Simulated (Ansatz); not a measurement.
`[NH2][Ge]([OH])([F])[Cl]` and `[CH3][Ge]([OH])([F])[Cl]` differ in one atom or group.

Ansatz, PBE0-D4/def2-TZVP geometries, multiplicity 1. Each molecule was computed in one conformer, which needn't be the lowest.

Scalar relativity is left out up to krypton.

```
                                                                                  property  `[NH2][Ge]([OH])([F])[Cl]`
                                            size of the dipole moment (PBE/def2-TZVPP) / D                        2.06
                                                       HOMO energy (B3LYP/def2-TZVPP) / eV                       -8.21
ideal-gas entropy at 298 K and 1 bar (rigid rotor, harmonic PBE0-D4/def2-TZVP) / J/(mol·K)                         360
                                                        HOMO energy (PBE0/def2-TZVPP) / eV                       -8.49
                                                      HOMO–LUMO gap (PBE0/def2-TZVPP) / eV                        7.96
                                                   HOMO–LUMO gap (ωB97M-V/def2-TZVPP) / eV                       12.15
```

Task: Give the same properties after the change, and the shifts. (Estimate.)

Result: Computed: 
```csv
property,`[CH3][Ge]([OH])([F])[Cl]`,shift
size of the dipole moment (PBE/def2-TZVPP) / D,1.71,-0.35
HOMO energy (B3LYP/def2-TZVPP) / eV,-8.95,-0.74
"ideal-gas entropy at 298 K and 1 bar (rigid rotor, harmonic PBE0-D4/def2-TZVP) / J/(mol·K)",367,7
HOMO energy (PBE0/def2-TZVPP) / eV,-9.24,-0.75
HOMO–LUMO gap (PBE0/def2-TZVPP) / eV,9.12,1.16
HOMO–LUMO gap (ωB97M-V/def2-TZVPP) / eV,13.25,1.10
```

With PBE0 the HOMO falls by 0.75 eV and the LUMO rises by 0.40 eV, so the gap widens by about 1.15 eV. PBE moves the HOMO by -0.68 eV and ωB97M-V by -0.71 eV. The zero-point energy changes by 27.8 kJ/mol with +3 modes. Dipoles are sizes alone; their direction can turn.

Positive LUMOs are unbound, so they and the gaps depend on the basis.

B3LYP here is the variant with VWN-RPA as its local correlation; programs differ in this.
